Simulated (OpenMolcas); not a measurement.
**N II: the spin-orbit constant, thermal populations, Slater's ratio, worked from levels**

```json
{
  "Program": "OpenMolcas 26.06",
  "Basis": "ANO-RCC-VQZP [5s4p3d2f1g]",
  "Scalar Hamiltonian": "DKH2, point nucleus",
  "Active space": "4 electrons in 9 orbitals (RAS2 2s 2p; RAS3 3d, at most 2 electrons)",
  "State averaging": "2S+1 = 3 even, 6 roots; 2S+1 = 1 even, 11 roots; 2S+1 = 5 odd, 1 root; 2S+1 = 3 odd, 9 roots; 2S+1 = 1 odd, 8 roots",
  "Spin-orbit coupling": "state interaction with AMFI integrals over the reference wave functions, term energies averaged over their components"
}
```

Methods: RASSCF; MS-RASPT2, IPEA 0.25 Eh, imaginary shift 0.1 Eh (closed shells correlated: 1s). Measured levels: NIST Handbook of Basic Atomic Spectroscopic Data.

**The spin-orbit constant.** For the Hund term ³P of p2, E(J) = (A/2) J(J+1) + constant and ζ = 2S·A = 2A. From J = 0 to J = 2 the energy changes by 3 A.

```
   Source  E(2) - E(0)     A   ζ
   RASSCF        131.3  43.8  88
MS-RASPT2        131.8  43.9  88
 measured        130.8  43.6  87
```

All in cm-1. MS-RASPT2 is off by +0.8 % and RASSCF by +0.4 %. Both methods take the spin-orbit matrix elements from the reference wave functions, so the second can move ζ only through the term energies and any multistate remixing. Second-order mixing with other terms is absorbed into this ζ.

**Thermal populations.** Z = Σ (2J + 1) exp(-E/kT) with k = 0.695035 cm-1/K, over the levels below. No other level of either list lies under 90000 cm-1, which is above 7 kT at each temperature.

```csv
Level,2J + 1,MS-RASPT2,measured
2s² 2p² ³P₀,1,0.0,0.0
2s² 2p² ³P₁,3,44.3,48.7
2s² 2p² ³P₂,5,132,131
2s² 2p² ¹D₂,5,15570,15316
2s² 2p² ¹S₀,1,32920,32689
2s 2p³ ⁵S°₂,5,45660,46785
```

```csv
T (K),"Z, MS-RASPT2","Z, measured levels","Ground level (%), MS-RASPT2","Ground level (%), measured levels"
5000,8.832,8.834,11.3,11.3
8000,9.167,9.180,10.9,10.9
12000,9.719,9.740,10.3,10.3
```

At 12000 K, kT = 8340 cm-1, and the computed levels give Z = 1.000 + 2.984 + 4.921 + 0.773 + 0.019 + 0.021 = 9.719.

**Slater's ratio.** With one set of orbitals, p2 has ¹D - ³P = 6 F2 and ¹S - ¹D = 9 F2 (F2 = F²/25), a ratio of 3/2. Term energies are centres of gravity, weighted by 2J + 1.

```csv
Source,¹D - ³P,¹S - ³P,F2 from the first,Ratio
RASSCF,17434,36440,2906,1.090
MS-RASPT2,15487,32828,2581,1.120
measured,15227,32600,2538,1.141
```

Energies in cm-1. A ratio away from 3/2 shows effects beyond one configuration with one set of orbitals, and in heavier atoms second-order spin-orbit shifts.

Term energies are means over components that CASPT2 splits; among the terms shown or strongly mixed into the levels shown the widest spread is 22 cm-1 (2s² 2p² ¹D, MS-RASPT2). Active for correlation alone: 3d; no level in the range computed is led by a configuration that fills it, so any true level of that kind is missing. Without dynamic correlation excited terms often stand tens of per cent too high (terms of higher spin than the ground term too low), and those without a measured partner can miss by more than the paired ones (holds for RASSCF). Measured partners are found by configuration, term and J. A level has none where our copy of the source lacks it or the pairing is in doubt (some pairs that miss far off the trend of their configuration count as doubtful), and it then counts in no deviation. Only configurations of the active space appear.

° marks odd parity.
